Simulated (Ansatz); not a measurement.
Relaxation of SiCl3(NiPr2) (C₆H₁₄Cl₃NSi) with RKS r2SCAN-D4/def2-SVP.

```sh
$ ansatz run in.yaml --threads 2 --pin off --events-out ev --progress --plain --max-ram 32768MiB --backend cuda --devices 0, --max-vram 18GiB
```

```yaml
crystal:
  periodic: [false, false, false]
  atoms:
    - {symbol: Si, position_ang: [0.875000, 1.807620, 0.955240]}
    - {symbol: Cl, position_ang: [1.115200, 1.506990, 2.956900]}
    - {symbol: Cl, position_ang: [2.695500, 2.212170, 0.185400]}
    - {symbol: Cl, position_ang: [-0.266200, 3.471390, 0.732360]}
    - {symbol: N, position_ang: [0.081640, 0.489860, 0.204470]}
    - {symbol: C, position_ang: [-1.359990, 0.313540, 0.427730]}
    - {symbol: C, position_ang: [-2.129170, 0.243650, -0.890010]}
    - {symbol: C, position_ang: [-1.654080, -0.884880, 1.329780]}
    - {symbol: C, position_ang: [0.755870, -0.596310, -0.515160]}
    - {symbol: C, position_ang: [1.261160, -0.137490, -1.882430]}
    - {symbol: C, position_ang: [1.880230, -1.218260, 0.310150]}
    - {symbol: H, position_ang: [-1.703840, 1.206830, 0.956060]}
    - {symbol: H, position_ang: [-1.877930, -0.646730, -1.459420]}
    - {symbol: H, position_ang: [-3.196250, 0.227720, -0.684820]}
    - {symbol: H, position_ang: [-1.906460, 1.120060, -1.493230]}
    - {symbol: H, position_ang: [-1.411350, -1.826570, 0.844540]}
    - {symbol: H, position_ang: [-1.077310, -0.806230, 2.247910]}
    - {symbol: H, position_ang: [-2.710630, -0.896110, 1.584040]}
    - {symbol: H, position_ang: [0.003330, -1.370170, -0.681270]}
    - {symbol: H, position_ang: [2.079400, 0.566990, -1.777170]}
    - {symbol: H, position_ang: [0.460310, 0.341860, -2.438620]}
    - {symbol: H, position_ang: [1.613920, -0.995250, -2.449610]}
    - {symbol: H, position_ang: [2.247800, -2.113650, -0.185180]}
    - {symbol: H, position_ang: [2.708570, -0.525980, 0.425270]}
    - {symbol: H, position_ang: [1.515270, -1.491050, 1.297060]}
basis:
  gaussian: {orbitals: def2-SVP}
hamiltonian: {xc: r2scan, dispersion: d4}
scf: {lower_state_search: "off"}
output: {orbitals: {seedname: orbitals}}
relax: {f_tol: 0.03, max_steps: 70}
```

It took 57 s on 2 threads of AMD EPYC 7R13 on a shared host and a share (18 GiB) of an NVIDIA H100 80GB HBM3, peak host memory 0.88 GiB.

Positions (Å) and forces (eV/Å) at steps 1, 2, 3, 4, 5, 6, 7, 8, 9, 10, 11 of 14:

```xyz
25
step=1 energy=-53363.8608 eV
Si    0.875    1.808    0.955   -0.753   -0.775   -0.270
Cl    1.115    1.507    2.957    0.094   -0.032    0.664
Cl    2.696    2.212    0.185    0.792    0.210   -0.265
Cl   -0.266    3.471    0.732   -0.381    0.662   -0.007
N     0.082    0.490    0.204    0.247    0.311    0.015
C    -1.360    0.314    0.428    0.017   -0.301   -0.091
C    -2.129    0.244   -0.890    0.194    0.232    0.493
C    -1.654   -0.885    1.330    0.072    0.489   -0.180
C     0.756   -0.596   -0.515    0.614    0.298   -0.073
C     1.261   -0.137   -1.882   -0.294   -0.323    0.317
C     1.880   -1.218    0.310   -0.504   -0.026   -0.227
H    -1.704    1.207    0.956   -0.136    0.286    0.158
H    -1.878   -0.647   -1.459    0.102   -0.424   -0.276
H    -3.196    0.228   -0.685   -0.510   -0.053    0.018
H    -1.906    1.120   -1.493    0.063    0.366   -0.298
H    -1.411   -1.827    0.845    0.097   -0.454   -0.210
H    -1.077   -0.806    2.248    0.218   -0.004    0.420
H    -2.711   -0.896    1.584   -0.487   -0.100    0.134
H     0.003   -1.370   -0.681   -0.241   -0.225   -0.027
H     2.079    0.567   -1.777    0.349    0.296   -0.014
H     0.460    0.342   -2.439   -0.328    0.205   -0.285
H     1.614   -0.995   -2.450    0.208   -0.362   -0.331
H     2.248   -2.114   -0.185    0.257   -0.396   -0.181
H     2.709   -0.526    0.425    0.419    0.276    0.075
H     1.515   -1.491    1.297   -0.109   -0.155    0.441
25
step=2 energy=-53363.9751 eV
Si    0.840    1.833    0.978   -0.063   -0.044   -0.018
Cl    1.086    1.549    3.020   -0.056   -0.020   -0.093
Cl    2.715    2.278    0.239   -0.098   -0.079   -0.022
Cl   -0.310    3.544    0.789    0.048   -0.135   -0.006
N     0.093    0.508    0.192    0.295    0.223    0.030
C    -1.352    0.316    0.424   -0.195   -0.030    0.040
C    -2.140    0.270   -0.887    0.114    0.045    0.160
C    -1.647   -0.885    1.328    0.072    0.155   -0.092
C     0.787   -0.584   -0.520    0.086   -0.214   -0.166
C     1.261   -0.184   -1.923   -0.045    0.043    0.264
C     1.894   -1.240    0.310   -0.141    0.175   -0.077
H    -1.701    1.210    0.964   -0.012    0.116    0.066
H    -1.880   -0.614   -1.484    0.021   -0.113   -0.098
H    -3.217    0.228   -0.679   -0.119   -0.022    0.010
H    -1.936    1.168   -1.485    0.016    0.088   -0.066
H    -1.385   -1.834    0.843    0.027   -0.139   -0.041
H    -1.081   -0.804    2.265    0.055   -0.001    0.110
H    -2.717   -0.920    1.573   -0.113   -0.019    0.017
H     0.022   -1.360   -0.668   -0.122   -0.051    0.013
H     2.084    0.538   -1.868    0.115    0.117   -0.024
H     0.442    0.274   -2.491   -0.084    0.042   -0.059
H     1.615   -1.064   -2.475    0.044   -0.100   -0.037
H     2.269   -2.140   -0.195    0.048   -0.090   -0.070
H     2.742   -0.558    0.449    0.146    0.085    0.049
H     1.518   -1.529    1.299   -0.038   -0.033    0.108
25
step=3 energy=-53363.9870 eV
Si    0.843    1.818    0.970   -0.071   -0.055   -0.039
Cl    1.069    1.523    3.011   -0.002    0.011   -0.071
Cl    2.713    2.240    0.211   -0.064    0.013    0.055
Cl   -0.313    3.521    0.777    0.065   -0.036    0.001
N     0.092    0.502    0.181    0.137    0.150    0.043
C    -1.355    0.321    0.427   -0.116   -0.026    0.029
C    -2.147    0.278   -0.881    0.022    0.009    0.049
C    -1.646   -0.878    1.334    0.014    0.042   -0.024
C     0.785   -0.594   -0.528    0.093   -0.050   -0.078
C     1.270   -0.178   -1.920   -0.018   -0.008    0.065
C     1.895   -1.233    0.312   -0.041    0.016   -0.019
H    -1.694    1.221    0.970    0.015   -0.002    0.003
H    -1.887   -0.606   -1.486   -0.002    0.002   -0.008
H    -3.227    0.231   -0.671   -0.003   -0.009   -0.010
H    -1.948    1.180   -1.479   -0.002   -0.005    0.003
H    -1.381   -1.833    0.852    0.001   -0.006    0.007
H    -1.081   -0.794    2.275   -0.005   -0.004    0.000
H    -2.720   -0.918    1.578    0.000   -0.012   -0.001
H     0.017   -1.372   -0.677   -0.012    0.003    0.002
H     2.085    0.559   -1.857   -0.026   -0.018   -0.007
H     0.447    0.268   -2.498    0.005   -0.007   -0.004
H     1.646   -1.056   -2.471    0.006    0.008   -0.001
H     2.290   -2.128   -0.195    0.012    0.004    0.005
H     2.736   -0.539    0.465   -0.014   -0.017    0.001
H     1.512   -1.534    1.299    0.006   -0.005   -0.003
25
step=4 energy=-53363.9892 eV
Si    0.840    1.819    0.966   -0.041   -0.042   -0.034
Cl    1.066    1.524    3.003   -0.007    0.001   -0.008
Cl    2.709    2.248    0.216    0.001    0.003    0.016
Cl   -0.306    3.526    0.770    0.011   -0.001   -0.002
N     0.093    0.505    0.177    0.074    0.070    0.022
C    -1.355    0.322    0.429   -0.067   -0.023    0.010
C    -2.149    0.281   -0.877    0.000    0.005    0.015
C    -1.642   -0.879    1.334    0.007    0.013   -0.003
C     0.785   -0.595   -0.530    0.038   -0.028   -0.042
C     1.272   -0.181   -1.921   -0.008   -0.009    0.023
C     1.890   -1.236    0.313   -0.016    0.001   -0.004
H    -1.692    1.222    0.975    0.012   -0.009   -0.002
H    -1.885   -0.598   -1.488   -0.003    0.015    0.009
H    -3.229    0.226   -0.667    0.012   -0.003   -0.006
H    -1.955    1.188   -1.471   -0.004   -0.013    0.009
H    -1.371   -1.833    0.853   -0.002    0.014    0.010
H    -1.080   -0.794    2.277   -0.008   -0.003   -0.010
H    -2.716   -0.926    1.575    0.015   -0.003   -0.003
H     0.014   -1.370   -0.680    0.004    0.014    0.001
H     2.081    0.562   -1.858   -0.019   -0.013   -0.002
H     0.449    0.258   -2.504    0.012   -0.009    0.005
H     1.656   -1.057   -2.468   -0.001    0.016    0.006
H     2.292   -2.128   -0.196   -0.001    0.014    0.009
H     2.730   -0.542    0.476   -0.017   -0.011   -0.002
H     1.502   -1.544    1.296    0.008    0.002   -0.015
25
step=5 energy=-53363.9902 eV
Si    0.833    1.824    0.953   -0.031    0.007    0.089
Cl    0.959    1.553    3.007    0.018    0.018   -0.071
Cl    2.735    2.224    0.274   -0.029   -0.017    0.021
Cl   -0.286    3.541    0.696    0.014   -0.004   -0.018
N     0.098    0.505    0.168   -0.030   -0.070   -0.049
C    -1.351    0.316    0.436    0.040    0.123    0.023
C    -2.158    0.274   -0.862    0.041    0.011    0.044
C    -1.622   -0.876    1.351    0.011   -0.027   -0.001
C     0.783   -0.596   -0.548   -0.002   -0.010   -0.009
C     1.288   -0.166   -1.924   -0.005    0.004    0.009
C     1.874   -1.258    0.294   -0.013    0.011   -0.014
H    -1.677    1.216    0.990   -0.023    0.001   -0.045
H    -1.901   -0.607   -1.470    0.002   -0.029   -0.025
H    -3.236    0.223   -0.644   -0.026   -0.007    0.016
H    -1.967    1.176   -1.462    0.004    0.024    0.000
H    -1.346   -1.833    0.881    0.014   -0.006   -0.003
H    -1.056   -0.769    2.289   -0.001   -0.033    0.015
H    -2.694   -0.929    1.598   -0.017   -0.003    0.008
H     0.002   -1.356   -0.716    0.000   -0.009    0.012
H     2.086    0.585   -1.838    0.016    0.006   -0.015
H     0.472    0.269   -2.520   -0.014    0.007   -0.006
H     1.693   -1.032   -2.472    0.008   -0.005   -0.008
H     2.274   -2.146   -0.219    0.005   -0.003   -0.019
H     2.714   -0.567    0.464    0.038   -0.004    0.030
H     1.483   -1.573    1.273   -0.020    0.014    0.013
25
step=6 energy=-53363.9918 eV
Si    0.829    1.826    0.951    0.026    0.003    0.055
Cl    0.967    1.559    3.003   -0.024    0.020   -0.034
Cl    2.736    2.213    0.281   -0.007    0.008   -0.011
Cl   -0.282    3.545    0.681    0.009   -0.008    0.002
N     0.097    0.507    0.165   -0.042   -0.063   -0.026
C    -1.351    0.318    0.438    0.052    0.056    0.005
C    -2.160    0.280   -0.857    0.003    0.002    0.004
C    -1.619   -0.880    1.348   -0.005   -0.020    0.010
C     0.783   -0.595   -0.548   -0.018    0.006    0.012
C     1.288   -0.169   -1.926    0.003    0.008   -0.010
C     1.872   -1.255    0.298    0.012   -0.005   -0.003
H    -1.678    1.217    0.993   -0.011   -0.001   -0.020
H    -1.899   -0.596   -1.473    0.000   -0.005   -0.005
H    -3.238    0.219   -0.638   -0.006   -0.002    0.007
H    -1.976    1.187   -1.452    0.001    0.006    0.005
H    -1.339   -1.834    0.872    0.006    0.008   -0.002
H    -1.054   -0.780    2.287   -0.002   -0.017    0.001
H    -2.691   -0.939    1.593   -0.001    0.000    0.004
H     0.002   -1.357   -0.714    0.009   -0.001    0.003
H     2.084    0.585   -1.843    0.005    0.000   -0.006
H     0.470    0.262   -2.523   -0.003    0.002    0.002
H     1.695   -1.035   -2.471    0.000    0.002    0.001
H     2.277   -2.141   -0.215   -0.002    0.002   -0.007
H     2.711   -0.564    0.477    0.008   -0.011    0.013
H     1.475   -1.572    1.274   -0.010    0.010    0.000
25
step=7 energy=-53363.9939 eV
Si    0.824    1.838    0.942   -0.008   -0.027   -0.008
Cl    0.902    1.635    3.001   -0.006    0.008    0.001
Cl    2.744    2.200    0.297   -0.002    0.002    0.007
Cl   -0.278    3.551    0.596    0.006    0.004   -0.003
N     0.105    0.496    0.182   -0.011   -0.027   -0.027
C    -1.343    0.313    0.452    0.013    0.013    0.010
C    -2.155    0.292   -0.843   -0.004   -0.005    0.000
C    -1.617   -0.896    1.348   -0.003   -0.008   -0.002
C     0.787   -0.599   -0.545   -0.001    0.015   -0.002
C     1.287   -0.160   -1.922    0.003   -0.005   -0.004
C     1.877   -1.271    0.292    0.001    0.001    0.000
H    -1.670    1.207    1.015    0.012   -0.004   -0.003
H    -1.896   -0.575   -1.473    0.003   -0.002    0.006
H    -3.232    0.228   -0.621   -0.001    0.001    0.003
H    -1.973    1.208   -1.424    0.003    0.008    0.004
H    -1.342   -1.844    0.858   -0.001    0.003   -0.003
H    -1.052   -0.815    2.289    0.003    0.006    0.000
H    -2.690   -0.953    1.593    0.001   -0.003    0.002
H     0.005   -1.358   -0.717    0.006    0.008    0.006
H     2.085    0.593   -1.839   -0.004   -0.002    0.001
H     0.467    0.273   -2.514   -0.001    0.009    0.006
H     1.693   -1.023   -2.475    0.000    0.000    0.003
H     2.273   -2.155   -0.232   -0.001    0.000    0.000
H     2.721   -0.589    0.477   -0.008    0.000    0.003
H     1.476   -1.595    1.264    0.001    0.003    0.000
25
step=8 energy=-53363.9947 eV
Si    0.808    1.857    0.919   -0.019    0.034    0.040
Cl    0.754    1.764    2.995    0.003    0.017   -0.174
Cl    2.772    2.155    0.364   -0.094    0.009    0.046
Cl   -0.255    3.568    0.419    0.097   -0.129    0.042
N     0.116    0.479    0.197   -0.008    0.030    0.020
C    -1.330    0.300    0.476   -0.015    0.010    0.001
C    -2.155    0.308   -0.811    0.000   -0.016   -0.011
C    -1.602   -0.921    1.355    0.001   -0.009   -0.007
C     0.791   -0.604   -0.552    0.017    0.026   -0.001
C     1.295   -0.141   -1.920    0.009   -0.021   -0.006
C     1.873   -1.300    0.274    0.002   -0.004   -0.004
H    -1.647    1.188    1.058    0.024   -0.014    0.000
H    -1.903   -0.545   -1.463    0.003    0.006    0.020
H    -3.230    0.240   -0.580    0.000    0.002    0.002
H    -1.978    1.237   -1.374    0.005    0.002    0.008
H    -1.332   -1.861    0.847   -0.007    0.005   -0.002
H    -1.031   -0.859    2.294    0.004    0.020   -0.006
H    -2.673   -0.979    1.606   -0.001   -0.005    0.001
H     0.004   -1.354   -0.741    0.006    0.017    0.011
H     2.090    0.613   -1.823   -0.007   -0.004    0.006
H     0.475    0.297   -2.508   -0.002    0.016    0.011
H     1.706   -0.993   -2.485   -0.003    0.004    0.007
H     2.263   -2.179   -0.264   -0.001    0.005    0.005
H     2.723   -0.630    0.477   -0.023   -0.002   -0.004
H     1.465   -1.639    1.239    0.009    0.001   -0.005
25
step=9 energy=-53363.9963 eV
Si    0.812    1.849    0.921   -0.018    0.055    0.022
Cl    0.776    1.742    2.991    0.002   -0.012   -0.060
Cl    2.767    2.166    0.359   -0.035   -0.014    0.015
Cl   -0.251    3.563    0.454    0.031   -0.051   -0.001
N     0.113    0.482    0.190    0.011    0.004    0.012
C    -1.333    0.303    0.471   -0.001   -0.003    0.002
C    -2.158    0.304   -0.815   -0.007   -0.009   -0.018
C    -1.603   -0.916    1.354    0.000   -0.006    0.002
C     0.790   -0.603   -0.553   -0.003    0.018    0.006
C     1.295   -0.145   -1.922    0.006   -0.012   -0.010
C     1.872   -1.294    0.278    0.008   -0.006    0.000
H    -1.650    1.192    1.049    0.013   -0.007    0.005
H    -1.905   -0.553   -1.463    0.000    0.009    0.016
H    -3.233    0.237   -0.584    0.005    0.002    0.000
H    -1.980    1.230   -1.383    0.001   -0.005    0.007
H    -1.332   -1.858    0.849   -0.005    0.006   -0.001
H    -1.031   -0.849    2.292    0.000    0.012   -0.007
H    -2.674   -0.975    1.606    0.003   -0.001    0.000
H     0.004   -1.355   -0.739    0.006    0.007    0.000
H     2.093    0.606   -1.826   -0.002   -0.001    0.006
H     0.476    0.297   -2.509    0.001    0.008    0.007
H     1.702   -1.000   -2.486   -0.003    0.005    0.004
H     2.266   -2.172   -0.257   -0.001    0.004    0.005
H     2.719   -0.620    0.481   -0.017   -0.002   -0.006
H     1.463   -1.631    1.243    0.005   -0.001   -0.005
25
step=10 energy=-53363.9974 eV
Si    0.806    1.853    0.916   -0.007   -0.014   -0.006
Cl    0.736    1.763    2.983   -0.002    0.000   -0.003
Cl    2.770    2.153    0.382   -0.001    0.001    0.001
Cl   -0.242    3.562    0.411    0.003   -0.001   -0.008
N     0.114    0.478    0.193    0.007    0.016    0.021
C    -1.332    0.300    0.476    0.011    0.001   -0.012
C    -2.159    0.302   -0.809    0.000    0.010    0.001
C    -1.601   -0.919    1.359    0.010    0.004    0.008
C     0.791   -0.603   -0.556   -0.024   -0.018   -0.003
C     1.298   -0.139   -1.921   -0.002    0.015    0.005
C     1.873   -1.301    0.271    0.001    0.009    0.008
H    -1.644    1.189    1.056    0.001   -0.012   -0.004
H    -1.912   -0.557   -1.453    0.001   -0.002    0.001
H    -3.233    0.243   -0.575   -0.002   -0.002   -0.001
H    -1.976    1.227   -1.378   -0.001   -0.003    0.001
H    -1.331   -1.860    0.854    0.000    0.001   -0.001
H    -1.026   -0.848    2.295    0.000   -0.003    0.000
H    -2.671   -0.977    1.613   -0.001    0.000    0.000
H     0.005   -1.353   -0.746   -0.002    0.002   -0.003
H     2.104    0.604   -1.817    0.003    0.000   -0.005
H     0.483    0.319   -2.501    0.003   -0.001    0.003
H     1.696   -0.991   -2.494    0.001   -0.001   -0.001
H     2.269   -2.175   -0.269   -0.003    0.002   -0.005
H     2.717   -0.625    0.478    0.004   -0.003    0.002
H     1.465   -1.644    1.234   -0.001    0.000   -0.002
25
step=11 energy=-53363.9983 eV
Si    0.796    1.862    0.903    0.002    0.002   -0.020
Cl    0.645    1.839    2.969    0.005    0.000   -0.047
Cl    2.780    2.132    0.429   -0.017   -0.011    0.013
Cl   -0.215    3.566    0.304    0.012   -0.037    0.012
N     0.120    0.466    0.202    0.008    0.064    0.065
C    -1.326    0.292    0.490    0.003   -0.011   -0.020
C    -2.159    0.307   -0.791    0.005    0.014    0.008
C    -1.594   -0.931    1.366    0.009    0.013    0.007
C     0.793   -0.606   -0.560   -0.020   -0.033   -0.010
C     1.304   -0.124   -1.918   -0.007    0.029    0.010
C     1.870   -1.319    0.258   -0.005    0.011    0.012
H    -1.631    1.179    1.079   -0.002   -0.017   -0.007
H    -1.919   -0.551   -1.440   -0.003    0.000   -0.004
H    -3.233    0.251   -0.552    0.001   -0.004   -0.003
H    -1.975    1.233   -1.355   -0.003   -0.008    0.000
H    -1.325   -1.869    0.853   -0.001    0.001    0.002
H    -1.014   -0.867    2.300   -0.001   -0.007    0.000
H    -2.663   -0.991    1.624    0.000    0.000   -0.002
H     0.003   -1.349   -0.762   -0.001    0.006   -0.004
H     2.119    0.607   -1.802   -0.003   -0.007   -0.008
H     0.493    0.355   -2.489    0.015   -0.014    0.007
H     1.690   -0.971   -2.507    0.001    0.005    0.001
H     2.266   -2.186   -0.295   -0.004    0.005   -0.005
H     2.715   -0.649    0.478    0.007   -0.002    0.001
H     1.459   -1.677    1.215    0.001    0.001   -0.009
```
